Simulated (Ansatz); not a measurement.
Isolated molecules relaxed with PBE0-D4/def2-TZVP in Ansatz; ΔE leaves out vibrations. CCSD(T)/CBS is the MP2 limit (def2-TZVPP, def2-QZVPP) plus CCSD(T) − MP2 in def2-TZVPP, frozen cores. This one scheme is used for every species. Functionals use def2-TZVPP. B3LYP here is the variant with VWN-RPA as its local correlation; programs differ in this. HSE06 is defined as in plane-wave codes. Elements past krypton have def2 core potentials. For Sn outer-core shells are correlated without core-valence functions, which leaves a few kJ/mol of doubt a bond. Each species was taken in one conformer, which may not be the lowest.

Consider the ligand exchange at the Sn–O bond: `[OH][Sn][SH]` + NH₃ → `[NH2][Sn][SH]` + H₂O.

| level | ΔE (kJ/mol) | difference from CCSD(T)/CBS |
| --- | --- | --- |
| LDA (SPW92) | 18.1 | -0.9 |
| PBE-D4 | 24.2 | 5.2 |
| revPBE-D4 | 23.7 | 4.7 |
| BLYP-D4 | 27.9 | 8.9 |
| B97M-V | 30.5 | 11.5 |
| PBE0-D4 | 19.6 | 0.6 |
| B3LYP-D4 | 24.3 | 5.3 |
| r2SCANh-D4 | 21.9 | 2.9 |
| r2SCAN0-D4 | 19.6 | 0.6 |
| BHLYP-D4 | 21.2 | 2.2 |
| CAM-B3LYP-D4 | 24.1 | 5.1 |
| ωB97X-V | 23.6 | 4.6 |
| ωB97M-V | 22.4 | 3.4 |
| PBE-QIDH | 17.7 | -1.3 |
| PBE | 25.9 | 6.9 |
| BLYP | 31.7 | 12.7 |
| r2SCAN | 24.0 | 5.0 |
| PBE0 | 21.1 | 2.1 |
| B3LYP | 27.2 | 8.2 |
| r2SCANh | 22.3 | 3.3 |
| r2SCAN0 | 20.1 | 1.1 |
| HSE06 | 20.9 | 1.9 |
| BHLYP | 23.8 | 4.8 |
| CAM-B3LYP | 25.7 | 6.7 |
| LC-ωPBE | 21.4 | 2.4 |
| RPA@PBE/def2-TZVPP | 20.4 | 1.4 |
| HF/def2-SVP | 20.9 | 1.9 |
| CCSD/def2-SVP | 20.7 | 1.7 |
| CCSD(T)/def2-SVP | 20.5 | 1.5 |
| HF/def2-TZVPP | 22.1 | 3.1 |
| MP2/def2-TZVPP | 17.5 | -1.5 |
| SCS-MP2/def2-TZVPP | 20.4 | 1.4 |
| CCSD/def2-TZVPP | 18.6 | -0.4 |
| CCSD(T)/def2-TZVPP | 18.7 | -0.3 |
| HF/def2-QZVPP | 22.6 | 3.6 |
| MP2/def2-QZVPP | 17.8 | -1.2 |
| SCS-MP2/def2-QZVPP | 20.5 | 1.5 |
| HF/CBS(def2) | 22.7 | 3.7 |
| MP2/CBS(def2) | 17.8 | -1.2 |
| CCSD/CBS(def2) | 18.9 | -0.1 |
| CCSD(T)/CBS | 19.0 | 0 |

What do rigid-rotor, harmonic-oscillator terms from PBE0-D4/def2-TZVP frequencies (298.15 K, 1 bar) make of the CCSD(T)/CBS value? (An estimate is asked.)

The calculation gave: ΔZPE = -1.8 kJ/mol, ΔH = +17.8 kJ/mol, ΔS = 0 J/(mol·K), ΔG = +17.8 kJ/mol.

Largest T1 diagnostic among the species: 0.017.

Leaving LDA and LC-ωPBE aside and taking each functional with its dispersion term where it has one, the values spread over 12.7 kJ/mol, from PBE-QIDH to B97M-V. LDA lies −7.9 kJ/mol from PBE without D4. In def2-TZVPP, CCSD(T) changes the Hartree–Fock value by −3.4 kJ/mol (the triples alone add +0.1 kJ/mol) and MP2 by −4.6 kJ/mol.
